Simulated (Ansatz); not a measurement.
Relaxation of ClGeH₇Si₂ (11 atoms, charge 0, multiplicity 1), to a largest force component of 0.015 eV/Å in at most 40 steps.

Computed with Ansatz 0.2.0, RKS BLYP-D4/def2-SVP.

```xyz
11
Properties=species:S:1:pos:R:3:forces:R:3
Cl -2.162 1.748 0.519 -1.28 0.17 -0.14
Si -0.135 1.705 0.737 0.49 1.03 -0.01
Si 0.490 -0.424 0.719 -0.93 -1.26 1.36
Ge 2.736 -0.597 1.020 1.31 0.04 -1.62
H 0.516 2.409 -0.395 0.09 0.27 -0.20
H 0.250 2.352 2.009 0.09 0.24 0.30
H -0.189 -1.146 1.886 0.10 0.21 -0.29
H 0.040 -1.065 -0.488 -0.29 -0.52 -1.06
H 3.389 0.172 -0.243 -0.15 -0.35 0.68
H 3.172 0.080 2.279 0.38 0.36 0.85
H 3.186 -2.065 0.927 0.19 -0.20 0.13
```

Task: Where does it end, and by what steps?

Result: The run converged. After 5 steps the energy has fallen by 0.408 eV; Cl1 moved furthest, 0.20 Å.

| step | energy less start (eV) | largest force component (eV/Å) | accepted |
| --- | --- | --- | --- |
| 0 | 0.0000 | 1.621 | yes |
| 1 | -0.3810 | 0.395 | yes |
| 2 | -0.4055 | 0.139 | yes |
| 3 | -0.4073 | 0.084 | yes |
| 4 | -0.4078 | 0.019 | yes |
| 5 | -0.4078 | 0.003 | yes |

```xyz
11
Properties=species:S:1:pos:R:3
Cl -2.313 1.881 0.522
Si -0.221 1.778 0.731
Si 0.447 -0.482 0.744
Ge 2.846 -0.645 0.967
H 0.410 2.518 -0.411
H 0.165 2.459 2.011
H -0.220 -1.186 1.890
H 0.011 -1.130 -0.539
H 3.549 0.092 -0.207
H 3.310 0.012 2.298
H 3.309 -2.129 0.963
```

Run time: 8.2 s on 2 threads of Intel(R) Xeon(R) 6975P-C (Granite Rapids) (shared host), peak memory 0.19 GiB.
